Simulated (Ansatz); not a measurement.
[WO4]2- (WO4²⁻). Charge -2, multiplicity 1. Geometry PBE-D4/def2-SVPD.

| atom | x (Å) | y (Å) | z (Å) |
| --- | --- | --- | --- |
| W1 | 0.000 | 0.000 | 0.000 |
| O2 | -0.415 | -1.355 | -1.138 |
| O3 | -0.601 | 1.573 | -0.686 |
| O4 | 1.804 | 0.081 | 0.214 |
| O5 | -0.788 | -0.299 | 1.610 |

In the def2 sets W takes a core potential; there is no spin–orbit coupling. A multiply charged anion in the gas phase is held together partly by the finite basis. At revPBE-D4/def2-TZVPD, r2SCANh-D4/def2-TZVPD, PBE0-D4/def2-SVPD, BHLYP-D4/def2-TZVPD the highest occupied level of the charge -2 singlet lies above zero (up to 3.74 eV). The electron is either unbound and held by the finite basis, or the level is raised by self-interaction error.

Q: Estimate the orbital energies around the gap (eV) in Ansatz with revPBE-D4/def2-TZVPD, r2SCANh-D4/def2-TZVPD, PBE0-D4/def2-SVPD, BHLYP-D4/def2-TZVPD, ωB97X-V/def2-TZVPD.

A: 
```json
{"orbital": "HOMO−5", "revPBE-D4/def2-TZVPD": "3.19", "r2SCANh-D4/def2-TZVPD": "2.27", "PBE0-D4/def2-SVPD": "1.61", "BHLYP-D4/def2-TZVPD": "0.11", "ωB97X-V/def2-TZVPD": "-0.93"}
{"orbital": "HOMO−4", "revPBE-D4/def2-TZVPD": "3.19", "r2SCANh-D4/def2-TZVPD": "2.27", "PBE0-D4/def2-SVPD": "1.61", "BHLYP-D4/def2-TZVPD": "0.11", "ωB97X-V/def2-TZVPD": "-0.93"}
{"orbital": "HOMO−3", "revPBE-D4/def2-TZVPD": "3.19", "r2SCANh-D4/def2-TZVPD": "2.27", "PBE0-D4/def2-SVPD": "1.61", "BHLYP-D4/def2-TZVPD": "0.11", "ωB97X-V/def2-TZVPD": "-0.93"}
{"orbital": "HOMO−2", "revPBE-D4/def2-TZVPD": "3.74", "r2SCANh-D4/def2-TZVPD": "2.86", "PBE0-D4/def2-SVPD": "2.15", "BHLYP-D4/def2-TZVPD": "0.81", "ωB97X-V/def2-TZVPD": "-0.17"}
{"orbital": "HOMO−1", "revPBE-D4/def2-TZVPD": "3.74", "r2SCANh-D4/def2-TZVPD": "2.86", "PBE0-D4/def2-SVPD": "2.15", "BHLYP-D4/def2-TZVPD": "0.81", "ωB97X-V/def2-TZVPD": "-0.17"}
{"orbital": "HOMO", "revPBE-D4/def2-TZVPD": "3.74", "r2SCANh-D4/def2-TZVPD": "2.86", "PBE0-D4/def2-SVPD": "2.15", "BHLYP-D4/def2-TZVPD": "0.81", "ωB97X-V/def2-TZVPD": "-0.17"}
{"orbital": "LUMO", "revPBE-D4/def2-TZVPD": "6.77", "r2SCANh-D4/def2-TZVPD": "7.34", "PBE0-D4/def2-SVPD": "7.85", "BHLYP-D4/def2-TZVPD": "7.46", "ωB97X-V/def2-TZVPD": "8.07"}
{"orbital": "LUMO+1", "revPBE-D4/def2-TZVPD": "6.77", "r2SCANh-D4/def2-TZVPD": "7.34", "PBE0-D4/def2-SVPD": "8.34", "BHLYP-D4/def2-TZVPD": "7.46", "ωB97X-V/def2-TZVPD": "8.07"}
{"orbital": "LUMO+2", "revPBE-D4/def2-TZVPD": "6.77", "r2SCANh-D4/def2-TZVPD": "7.34", "PBE0-D4/def2-SVPD": "8.34", "BHLYP-D4/def2-TZVPD": "7.46", "ωB97X-V/def2-TZVPD": "8.07"}
{"orbital": "LUMO+3", "revPBE-D4/def2-TZVPD": "6.81", "r2SCANh-D4/def2-TZVPD": "7.45", "PBE0-D4/def2-SVPD": "8.34", "BHLYP-D4/def2-TZVPD": "7.66", "ωB97X-V/def2-TZVPD": "8.44"}
{"orbital": "LUMO+4", "revPBE-D4/def2-TZVPD": "8.17", "r2SCANh-D4/def2-TZVPD": "8.84", "PBE0-D4/def2-SVPD": "9.63", "BHLYP-D4/def2-TZVPD": "8.96", "ωB97X-V/def2-TZVPD": "9.69"}
{"orbital": "LUMO+5", "revPBE-D4/def2-TZVPD": "8.17", "r2SCANh-D4/def2-TZVPD": "8.84", "PBE0-D4/def2-SVPD": "9.63", "BHLYP-D4/def2-TZVPD": "8.96", "ωB97X-V/def2-TZVPD": "9.69"}
```
